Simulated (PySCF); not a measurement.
C4H4BF, SMILES C1=CB(F)C=C1. Heavy atoms are numbered as in [F:1][B:2]1[CH:3]=[CH:4][CH:5]=[CH:6]1. Hydrogens are named by the atom that carries them.

Geometry optimised at B3LYP-D3(BJ)/def2-SVP. The structure was generated by enumeration, and PubChem lists no compound with its InChIKey, so it may never have been made.

Calculation: KT2/pcSseg-1 (PySCF).

GIAO shieldings, no solvent; atoms alike by connectivity are averaged. δ = σ(ref) − σ: ¹⁹F against CFCl3 (σ = 127.1 ppm); ¹¹B against BF3 (σ = 89.8 ppm); ¹³C against TMS (σ = 185.1 ppm); ¹H against TMS (σ = 31.47 ppm), references at their B3LYP-D3(BJ)/def2-TZVP geometries, non-relativistic.

Computed chemical shifts:
| nucleus | atoms | count | δ (ppm) |
|---|---|---|---|
| ¹⁹F | F1 | 1 | -62.5 |
| ¹¹B | B2 | 1 | 38.2 |
| ¹³C | C4 (CH) | 2 | 158.9 |
| ¹³C | C3 (CH) | 2 | 118.7 |
| ¹H | H on C4 | 2 | 6.88 |
| ¹H | H on C3 | 2 | 5.31 |
